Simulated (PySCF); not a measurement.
Isomers of C5H8Se, one conformer each. Level of theory: core-valence-separated Tamm–Dancoff BHandHLYP/aug-pcX-1 (pcseg-1 on H, def2-SVPD on Se) in PySCF, non-relativistic, gas phase, PBE0-D3(BJ)/def2-SVP geometry. Absolute energies from this functional tend to lie a few eV below measured edges; no shift was applied.

P. `C#CC[C@H](C)[SeH]`
Q. `C[C@H]1C=C[Se]C1`

Main lines, eV (oscillator strength):
1. C K: 283.6 (0.066), 283.7 (0.050), 283.7 (0.102), 283.8 (0.013), 285.0 (0.055)
2. C K: 282.8 (0.058), 283.3 (0.062), 284.5 (0.053), 285.1 (0.040), 285.4 (0.008)
Listed: the first five lines at most of each edge with a tenth or more of its strongest line's intensity; roots within 0.03 eV on the same or equivalent atoms are summed. Only the lowest roots were sought, and the top ones are left out.

**Question.** Which spectrum belongs to which isomer?

**Answer.** 1 = P, 2 = Q.
- P: first C line listed at 283.6 eV, hole on the terminal alkyne carbon (1s→π*).
- Q: first C line listed at 282.8 eV, hole on the alkene CH carbon (1s→π*).

**Question.** What are the ground-state energies of the isomers at BHandHLYP/aug-pcX-1 (pcseg-1 on H, def2-SVPD on Se), relative to the lowest?

**Answer.** P 127.7, Q 0.0 kJ/mol (electronic energies on these geometries, no dispersion or zero-point terms).
